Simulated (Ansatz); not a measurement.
`CC[N](C)[Zr]([OH])([OH])[N](C)CC` at its PBE0-D4/def2-TZVP geometry, where that method's forces vanish. Charge 0, multiplicity 1. Zr takes the def2 core potential.

| atom | x (Å) | y (Å) | z (Å) |
| --- | --- | --- | --- |
| C1 | -2.1261 | 2.3485 | -2.5743 |
| C2 | -0.8211 | 1.6113 | -2.3053 |
| N3 | -0.6410 | 1.1908 | -0.9324 |
| C4 | -0.4208 | 2.2793 | -0.0089 |
| Zr5 | -0.6900 | -0.7333 | -0.2394 |
| O6 | -0.5550 | -1.8547 | -1.8254 |
| O7 | -2.2540 | -1.1325 | 0.8495 |
| N8 | 0.9080 | -0.9056 | 1.0262 |
| C9 | 2.1961 | -0.3853 | 0.6308 |
| C10 | 0.9012 | -1.5289 | 2.3322 |
| C11 | 1.6629 | -2.8454 | 2.4081 |
| H12 | -2.2043 | 2.6165 | -3.6313 |
| H13 | -2.9822 | 1.7197 | -2.3165 |
| H14 | -2.1977 | 3.2714 | -1.9946 |
| H15 | -0.7749 | 0.7249 | -2.9462 |
| H16 | 0.0222 | 2.2552 | -2.6056 |
| H17 | -0.1854 | 1.8942 | 0.9890 |
| H18 | -1.2924 | 2.9389 | 0.0981 |
| H19 | 0.4293 | 2.9046 | -0.3228 |
| H20 | -0.2317 | -2.6010 | -2.3216 |
| H21 | -3.1485 | -0.9945 | 1.1472 |
| H22 | 2.9514 | -1.1684 | 0.4811 |
| H23 | 2.1141 | 0.1660 | -0.3120 |
| H24 | 2.5923 | 0.3156 | 1.3818 |
| H25 | -0.1391 | -1.7027 | 2.6260 |
| H26 | 1.3202 | -0.8297 | 3.0748 |
| H27 | 1.2464 | -3.5707 | 1.7045 |
| H28 | 1.5984 | -3.2684 | 3.4141 |
| H29 | 2.7215 | -2.7156 | 2.1729 |

For each bond, give half the difference of the two atoms' forces along it (eV/Å; positive pushes the atoms apart) under PBE-D4, r2SCAN-D4, B3LYP-D4, ωB97M-V in def2-TZVPP. (Estimate.)

The calculation gave: 
```tsv
bond	length (Å)	PBE-D4	r2SCAN-D4	B3LYP-D4	ωB97M-V
C1–H12	1.093	0.09	-0.04	-0.07	-0.07
C1–H13	1.093	0.11	-0.03	-0.06	-0.06
C1–H14	1.092	0.10	-0.04	-0.07	-0.07
C2–N3	1.447	0.06	0.10	0.12	0.18
C2–H16	1.103	0.12	-0.04	-0.11	-0.15
N3–C4	1.444	0.07	0.14	0.17	0.25
C4–H17	1.095	0.08	-0.04	-0.11	-0.06
C4–H18	1.098	0.10	-0.04	-0.08	-0.12
O7–H21	0.953	0.35	-0.01	-0.08	-0.08
C9–H22	1.098	0.10	-0.04	-0.08	-0.12
C9–H23	1.095	0.08	-0.04	-0.11	-0.06
C10–C11	1.523	0.01	0.10	0.17	0.13
C11–H27	1.093	0.11	-0.03	-0.06	-0.06
```

B3LYP here is the variant with VWN-RPA as its local correlation; programs differ in this.

All numbers were calculated with Ansatz.
